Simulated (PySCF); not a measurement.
C6H8SSi.
Structure used (GFN2-xTB), in Å, numbered top down from 1:
```xyz
16
C6H8SSi angstrom
C     -2.2088    1.3724    0.7937
C     -2.5051    0.1444    0.3970
Si    -1.2535   -1.2103    0.0108
C      0.4898   -0.5567    0.2338
C      1.4580   -0.3598   -0.7065
C      2.6654    0.1537   -0.1878
C      2.6078    0.3455    1.1550
S      1.0804   -0.1007    1.8015
H     -1.1882    1.6930    0.9299
H     -2.9629    2.1156    1.0064
H     -3.5503   -0.1193    0.2812
H     -1.4657   -2.3435    0.9212
H     -1.3818   -1.6354   -1.3886
H      1.3059   -0.5791   -1.7487
H      3.5334    0.3680   -0.7860
H      3.3680    0.7212    1.8107
```

Vertical excitations from PySCF (density fitting, frozen core in the response, grid level 2 and gas phase unless stated; continuum runs use non-equilibrium linear response for the excitations) on a GFN2-xTB geometry. Reference run:

```tsv
settings	S1, eV (f)	S2, eV (f)	S3, eV (f)	S4, eV (f)	S5, eV (f)	S6, eV (f)	T1, eV (Tamm–Dancoff)	mean α (au)
PBE0/def2-SVPD, full TDDFT, 6 singlets	5.53 (0.138)	5.72 (0.005)	5.72 (0.102)	6.15 (0.001)	6.16 (0.002)	6.23 (0.003)	3.70	111.4
```

What do these settings give: PBE0/def2-SVP, TDA, 1 singlet?

| settings | S1, eV (f) | S2, eV (f) | S3, eV (f) | S4, eV (f) | S5, eV (f) | S6, eV (f) | T1, eV (Tamm–Dancoff) | mean α (au) |
| --- | --- | --- | --- | --- | --- | --- | --- | --- |
| PBE0/def2-SVP, TDA, 1 singlet | 5.86 (0.011) | – | – | – | – | – | 3.74 | 96.4 |

S1 moves by +0.33 eV; basis and response scheme change together, so the shift can't be laid on one. States are counted by energy in each run and needn't keep their character from row to row.

Which orbital pairs make up S1 in each run, and how does it sit against the orbital gap?

| settings | S1 configurations (weight) | S1 (eV) | orbital gap (eV) | S1 − gap (eV) |
| --- | --- | --- | --- | --- |
| PBE0/def2-SVPD, full TDDFT, 6 singlets | H→L 0.84, H−1→L 0.09 | 5.53 | 6.22 | -0.69 |
| PBE0/def2-SVP, TDA, 1 singlet | H→L+1 0.89 | 5.86 | 6.31 | -0.45 |

One conformer stands for the species.
